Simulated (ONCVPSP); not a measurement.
## An all-electron radial function and its pseudo partner (sulfur (S))

Columns: radius, all-electron u(r) and pseudo u(r) of the 3s shell (level -17.46 eV) of sulfur in the configuration [Ne] 3s1.75 3p4.25; LDA (Perdew-Zunger), scalar-relativistic, ONCV scheme, ONCVPSP 4.0.1.

```
r (bohr)  all-electron  pseudo
   0.057        0.2168  0.0117
   0.115        0.0543  0.0247
   0.172       -0.1588  0.0397
   0.230       -0.3201  0.0582
   0.288       -0.4007  0.0811
   0.345       -0.4095  0.1087
   0.402       -0.3645  0.1420
   0.460       -0.2809  0.1818
   0.518       -0.1735  0.2272
   0.575       -0.0565  0.2765
   0.632        0.0638  0.3294
   0.690        0.1834  0.3853
   0.747        0.2942  0.4411
   0.805        0.3974  0.4973
   0.862        0.4882  0.5512
   0.920        0.5689  0.6039
   0.977        0.6368  0.6531
   1.035        0.6945  0.6998
   1.092        0.7405  0.7414
   1.150        0.7774  0.7775
   1.208        0.8050  0.8051
   1.265        0.8240  0.8240
   1.322        0.8357  0.8357
   1.380        0.8410  0.8411
   1.438        0.8405  0.8406
   1.495        0.8352  0.8352
```

(1) How many radial nodes do the two functions have?

(2) At about which radius was the pseudo-wave matched?

(3) Is the pseudo-wave norm-conserving?

## Answers

(1) The all-electron 3s function has n − l − 1 = 2; the pseudo-wave has 0, since the states of the same l below it are removed with the core.

(2) 1.15 bohr, where the columns begin to agree (steps of 0.06 bohr).

(3) Yes: the ONCV scheme keeps the norm inside the radius equal to the all-electron one, which fixes the energy derivative of the logarithmic derivative at the level.
